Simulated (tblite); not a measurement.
Species: C6H14B2O.
Numbering: `[BH2:1][CH2:2][C@@H:3]1[C@H:4]([BH2:5])[C@H:6]1[CH2:7][O:8][CH3:9]` (hydrogens: H10, H11 on B1; H12, H13 on C2; H14 on C3; H15 on C4; H16, H17 on B5; H18 on C6; H19, H20 on C7; H21, H22, H23 on C9)

Computed with GFN2-xTB (tblite), gas phase: L-BFGS steps from a force-field or distance-geometry start until the largest atomic force falls under 0.01 eV/Å.

Geometry at step 15:
```
atom  x, y, z in Å
B1      3.1277   -0.1411   -1.0673
C2      1.9318   -1.1265   -0.7646
C3      0.7449   -0.1997   -0.5912
C4      0.7627    0.8445    0.5188
B5      1.7672    0.9501    1.6634
C6     -0.2410   -0.3104    0.5115
C7     -1.6907    0.1127    0.3509
O8     -2.3982   -0.7100   -0.5488
C9     -3.6827   -0.2177   -0.8511
H10     2.9626    0.6733   -1.8891
H11     4.1132   -0.0687   -0.4479
H12     2.0603   -1.7869    0.0924
H13     1.7524   -1.7902   -1.6166
H14     0.3609    0.1451   -1.5380
H15     0.2639    1.7737    0.2761
H16     2.3667    0.0277    2.0414
H17     1.8385    1.9795    2.2149
H18    -0.0623   -1.0959    1.2304
H19    -1.7191    1.1482   -0.0123
H20    -2.1794    0.1051    1.3430
H21    -4.1279   -0.9146   -1.5662
H22    -3.6434    0.7891   -1.3133
H23    -4.3127   -0.1602    0.0510
```

Q: What forces act on the atoms?

A: 
```tsv
atom	Fx (eV/Å)	Fy (eV/Å)	Fz (eV/Å)
B1	-0.026	0.182	0.132
C2	0.254	-0.123	-0.116
C3	-0.292	0.096	-0.023
C4	-0.103	0.088	0.218
B5	0.011	0.002	0.075
C6	-0.071	-0.182	-0.004
C7	0.101	-0.048	0.118
O8	-0.103	-0.038	-0.119
C9	0.021	0.062	-0.050
H10	0.018	-0.064	-0.161
H11	0.042	-0.220	0.072
H12	0.019	0.171	0.105
H13	-0.153	0.082	-0.008
H14	-0.089	0.165	-0.131
H15	0.070	0.163	-0.302
H16	0.084	-0.072	0.062
H17	0.159	0.000	0.046
H18	-0.128	-0.090	0.062
H19	-0.056	0.099	-0.099
H20	-0.005	-0.056	-0.071
H21	0.090	0.073	0.150
H22	0.074	-0.271	0.161
H23	0.086	-0.017	-0.118
```

The largest, 0.35 eV/Å, acts on H15; the rms over all components is 0.121 eV/Å. The forces sum to zero within rounding, as they must for an isolated molecule in no field.

Q: Give the force on H15 in Eh/bohr and in nN.

A: 0.350 eV/Å ÷ 51.422 = 0.00681 Eh/bohr, and 0.350 eV/Å × 1.602 = 0.56 nN.

Q: How far is this geometry from the end of the optimisation?

A: 0.245 eV above it, and 0.482 Å rms away after alignment. The bonds farthest from their final lengths, with half the difference of the two atoms' forces along the bond (positive lengthens):

```tsv
bond	now (Å)	final (Å)	force along bond (eV/Å)
C6–C7	1.519	1.507	-0.07
B1–C2	1.579	1.568	-0.03
C9–H22	1.109	1.098	-0.19
C3–C4	1.524	1.532	+0.09
C4–B5	1.527	1.534	-0.02
B5–H16	1.163	1.170	+0.05
```

The angle farthest from its final value is B1–C2–C3, 103.5° against 116.8°.

Of the 3 listed bonds off by 0.010 Å or more, this force points towards the final length in 3.

What follows is the cost of the whole relaxation. Time: 2.2 s of wall time. Hardware: one thread, Arm Neoverse N1 (aarch64), shared host.
